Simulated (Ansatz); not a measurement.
Energy difference 2 R1 + R2 + R3 + 2 R4 → 5 P1 + P2, each structure at its B3LYP-D3(BJ)/def2-SVP stationary point, reached from a drawn start (curvature not checked).
R1, CH4 (SMILES C) (charge 0, multiplicity 1):
```xyz
5

C      0.00000     0.00000     0.00000
H      0.63466     0.63466     0.63466
H     -0.63466    -0.63466     0.63466
H      0.63466    -0.63466    -0.63466
H     -0.63466     0.63466    -0.63466
```
P1, H2 (SMILES [H][H]) (charge 0, multiplicity 1, Z-matrix in Å and degrees):
```
H
H 1 0.7609
```
R2, H2O (SMILES O) (charge 0, multiplicity 1):
```xyz
3

O      0.000     0.000     0.401
H      0.000     0.757    -0.200
H      0.000    -0.757    -0.200
```
R3, HF (SMILES F) (charge 0, multiplicity 1):
```tsv
atom	x (Å)	y (Å)	z (Å)
F	0.0000	0.0000	0.4624
H	0.0000	0.0000	-0.4624
```
R4, SiH4 (SMILES [SiH4]) (charge 0, multiplicity 1):
```xyz
5

Si     0.00000     0.00000     0.00000
H      0.86055     0.86055     0.86055
H     -0.86055    -0.86055     0.86055
H     -0.86055     0.86055    -0.86055
H      0.86055    -0.86055    -0.86055
```
P2, C2H9FOSi2 (SMILES C[Si](C)(F)O[SiH3]) (charge 0, multiplicity 1):
| atom | x (Å) | y (Å) | z (Å) |
|---|---|---|---|
| Si | -0.5481 | 0.2808 | -0.2059 |
| O | 1.0970 | 0.1427 | -0.0870 |
| Si | 2.4441 | -0.6456 | -0.6558 |
| F | -0.9056 | 0.3730 | -1.7992 |
| C | -1.3758 | -1.2480 | 0.4610 |
| C | -1.0771 | 1.8657 | 0.6064 |
| H | 2.9381 | 0.0016 | -1.9031 |
| H | 3.5020 | -0.5766 | 0.3887 |
| H | 2.1288 | -2.0771 | -0.9405 |
| H | -1.0347 | -2.1440 | -0.0821 |
| H | -1.1418 | -1.3870 | 1.5287 |
| H | -2.4708 | -1.1838 | 0.3563 |
| H | -0.5689 | 2.7257 | 0.1425 |
| H | -2.1644 | 2.0153 | 0.5117 |
| H | -0.8231 | 1.8574 | 1.6784 |

P less R. No zero-point or thermal terms. One arrangement of each flexible species, with no search for the lowest.

Cores are frozen in the correlated methods.

Codes used: Ansatz (a quantum-chemistry and plane-wave program). No computed number here is a measurement.

Total energies in hartree:

| structure | PBE/def2-TZVPP | r2SCAN/def2-TZVPP | CCSD(T)/cc-pV(T+d)Z |
|---|---|---|---|
| R1 | -40.464360 | -40.500583 | -40.437841 |
| P1 | -1.166089 | -1.171062 | -1.172125 |
| R2 | -76.380213 | -76.423123 | -76.332119 |
| R3 | -100.393476 | -100.446636 | -100.338294 |
| R4 | -291.721820 | -291.854122 | -291.439958 |
| P2 | -835.397012 | -835.822509 | -834.659596 |

Q: Work out the reaction energy at each level in kJ/mol (1 hartree = 2625.49964 kJ/mol), and say how far PBE/def2-TZVPP lies from CCSD(T)/cc-pV(T+d)Z.

A: 
- PBE/def2-TZVPP: 5 × (-1.166089) + (-835.397012) − (-76.380213) − (-100.393476) − 2 × (-40.464360) − 2 × (-291.721820) = -0.081408 hartree = -213.7 kJ/mol
- r2SCAN/def2-TZVPP: 5 × (-1.171062) + (-835.822509) − (-76.423123) − (-100.446636) − 2 × (-40.500583) − 2 × (-291.854122) = -0.098650 hartree = -259.0 kJ/mol
- CCSD(T)/cc-pV(T+d)Z: 5 × (-1.172125) + (-834.659596) − (-76.332119) − (-100.338294) − 2 × (-40.437841) − 2 × (-291.439958) = -0.094210 hartree = -247.3 kJ/mol
PBE/def2-TZVPP less CCSD(T)/cc-pV(T+d)Z: 33.6 kJ/mol. CCSD(T)/cc-pV(T+d)Z is the level counted from, the highest shown, and no exact or measured value.
